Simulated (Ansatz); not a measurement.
Reaction (substitution at a C–B bond): `OC(F)B(F)F` + H–F → `OC(F)F` + `FBF`

Computed with Ansatz on PBE0-D4/def2-TZVP structures; ΔE is electronic, products minus reactants. CCSD(T)/CBS adds triple-zeta CCSD(T) − MP2 to the extrapolated MP2 energy (def2 sets, frozen cores). This one scheme is used for every species. Functionals use def2-TZVPP. B3LYP here is the variant with VWN-RPA as its local correlation; programs differ in this. One conformer a species, not always the lowest.

| level | ΔE (eV) |
| --- | --- |
| PBE-D4 | -0.08 |
| r2SCAN-D4 | -0.16 |
| B3LYP-D4 | -0.10 |
| BHLYP-D4 | -0.15 |
| PBE | -0.12 |
| HF/def2-TZVPP | -0.31 |
| SCS-MP2/def2-TZVPP | -0.10 |
| CCSD(T)/def2-TZVPP | -0.09 |

Task: What does CCSD(T)/CBS give? (Estimate.)

Result: Ansatz gave: -0.02 eV. The listed levels differ from it by -0.06, -0.14, -0.08, -0.13, -0.10, -0.29, -0.08, -0.07 eV.

Largest T1 diagnostic among the species: 0.013.

From BLYP to BHLYP (50 % exact exchange), in def2-TZVPP and without D4, ΔE moves by −0.03 eV. The D4 term adds +0.06 eV with B3LYP and +0.03 eV with PBE0; it sums over pairs of atoms, weighted by their polarisabilities, and B3LYP, whose exchange is more repulsive, gets the larger term.
